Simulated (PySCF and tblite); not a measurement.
Results of a calculation; reference values are marked as such.
C5H7FO2, numbered as in [CH3:1]/[CH:2]=[C:3](\[F:4])[C:5](=[O:6])[O:7][CH3:8].

Geometries GFN2-xTB; weights from OLYP-D3(BJ)/pcSseg-1 (IEF-PCM, benzene), starting guess atom energies and GFN2-xTB thermal corrections, with symmetry numbers and mirror pairs. Conformers within 2.5 kcal/mol (GFN2-xTB free energy) were kept, 4 at most. (PySCF 2.14, tblite 0.8.)

Torsions listed: F4–C3–C5–O7, O6–C5–O7–C8.

| conformer | shape | symmetry | dipole D |
| --- | --- | --- | --- |
| 1 | 180°, 0° | Cs | 3.75 |
| 2 | 0°, 0° | Cs | 0.43 |

Task: Which of these conformers is the most populated at 298.15 K, and with what share?

Result: Conformer 2, about 71 %.

Task: Give the DFT energies and free energies relative to the lowest, and all weights.

Result: 
```csv
conformer,shape,E(DFT) kcal/mol,G(298.15 K) kcal/mol,weight %
1,"180°, 0°",0.61,0.52,29.3
2,"0°, 0°",0.00,0.00,70.7
```

Task: How does its share change from 250 K to 350 K?

Result: From 74 % to 68 %; the mixing entropy goes from 1.13 to 1.25 cal/(mol K).

The minima are those of GFN2-xTB; planar forms about aryl–S or allylic bonds may be saddles in DFT.


Conformer gaps in pcSseg-1 on xTB geometries can be 2 kcal/mol off for S=O, P=O and other polar bonds.